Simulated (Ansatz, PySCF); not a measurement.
Reaction R1 → 1.5 P1 + 0.5 P2, each structure at its B3LYP-D3(BJ)/def2-TZVP stationary point, reached from a drawn start (curvature not checked).
R1: C2H2 (SMILES C#C), charge 0, multiplicity 1.
P1: C atom, charge 0, multiplicity 3.
P2: CH4 (SMILES C), charge 0, multiplicity 1.

P less R. No zero-point or thermal terms; singlets are restricted closed shells; open shells are unrestricted; no spin–orbit coupling.

Correlated levels freeze the cores.

Codes used: Ansatz (a program for electronic structure) with Gaussian orbitals; PySCF for M06-2X. All values are computed, each at the level named.

```
level                 reaction energy (eV)
--------------------  --------------------
SVWN5/def2-TZVPP                     9.901
BLYP/def2-TZVPP                      8.512
revPBE/def2-TZVPP                    8.486
B3LYP/def2-TZVPP                     8.349
M06-2X/def2-TZVPP                    8.469
CAM-B3LYP/def2-TZVPP                 8.348
wB97X-V/def2-TZVPP                   8.283
SCS-MP2/cc-pVDZ                          ?
CCSD(T)/cc-pVTZ                          ?
```

### Question
Some entries are withheld; supply them.

### Answer

- SCS-MP2/cc-pVDZ, reaction energy (eV): 7.737
- CCSD(T)/cc-pVTZ, reaction energy (eV): 8.086
